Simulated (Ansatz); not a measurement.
CH$_{5}$B$_{2}$ClO, SMILES `OCBBCl`, relaxed with RKS PBE0-D4/def2-TZVP in Ansatz from a PBE-D4/def2-SVP geometry. The force threshold is 0.005 eV/Å; the program also tests the step.

The species carries charge 0 and has multiplicity 1.

Start:

```xyz
10

O     0.773   -0.720    1.003
C    -0.100    0.476    1.189
B     0.561    0.432   -0.249
B    -0.411   -0.259   -1.432
Cl   -0.899    0.578   -2.907
H     0.201   -1.464    0.716
H    -1.146    0.191    1.398
H     0.339    1.097    1.988
H     1.601    1.041   -0.404
H    -0.920   -1.373   -1.301
```

Problem. By how much does the energy fall, and how many steps does the optimiser take? (An estimate is asked.)

Solution. Computed: 4.69 kJ/mol, in 9 steps.

Problem. Which bonds change most? (Estimate.)

Solution. Ansatz gave: O1–B3 from 1.714 to 1.688 Å; B4–H10 from 1.232 to 1.206 Å; B3–H9 from 1.215 to 1.195 Å; C2–B3 from 1.583 to 1.564 Å.

Problem. Give the relaxed structure. (Estimate.)

Solution. Computed: 
```xyz
10

O     0.779   -0.699    1.014
C    -0.100    0.485    1.177
B     0.537    0.395   -0.248
B    -0.418   -0.270   -1.445
Cl   -0.903    0.656   -2.851
H     0.235   -1.478    0.849
H    -1.125    0.192    1.391
H     0.325    1.118    1.948
H     1.562    0.981   -0.430
H    -0.891   -1.379   -1.404
```
